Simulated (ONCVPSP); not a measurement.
**Transferability test, ONCV potential for boron**

```json
{
 "Element": "boron",
 "Generator": "ONCVPSP 4.0.1",
 "Type": "optimised norm-conserving Vanderbilt (ONCV)",
 "Functional": "PBE",
 "Relativity": "scalar-relativistic",
 "Frozen core": "[He]",
 "Valence charge": "3",
 "Reference configuration": "2s2 2p1",
 "Partial waves": "2s: rc 1.70 bohr, ncon 4, nbas 8, qcut 4.2 1/bohr, 2 projectors, debl 3.4 Ha; 2p: rc 4.00 bohr, ncon 4, nbas 8, qcut 2.7 1/bohr, 2 projectors, debl 0.5 Ha; d scattering state at 0.41 Ha: rc 3.00 bohr, ncon 4, nbas 7, qcut 3.4 1/bohr, 2 projectors, debl 1.4 Ha",
 "Local potential": "polynomial inside 1.65 bohr (lpopt 5, dvloc0 0 Ha)",
 "Core correction": "Teter function, fcfact 3.75, rcfact 1.75"
}
```

Energies are relative to the spin-unpolarised reference configuration 2s2 2p1; without spin polarisation the order of configurations can differ from experiment.

Give the all-electron excitation energy and the error of the potential for: 2s2 2p0; 2s1 2p0; 2s2 2p0.5; 2s1 2p2.

| valence configuration | charge | ΔE all-electron (eV) | error AE − PS (meV) |
| --- | --- | --- | --- |
| 2s2 2p0 | +1 | 8.219 | +403 |
| 2s1 2p0 | +2 | 33.642 | +1064 |
| 2s2 2p0.5 | +0.5 | 2.887 | +70 |
| 2s1 2p2 | 0 | 5.851 | -96 |

Levels in the configuration 2s2 2p0:

```json
{"level": "2s", "all-electron (eV)": "-19.511", "pseudo (eV)": "-18.917"}
```
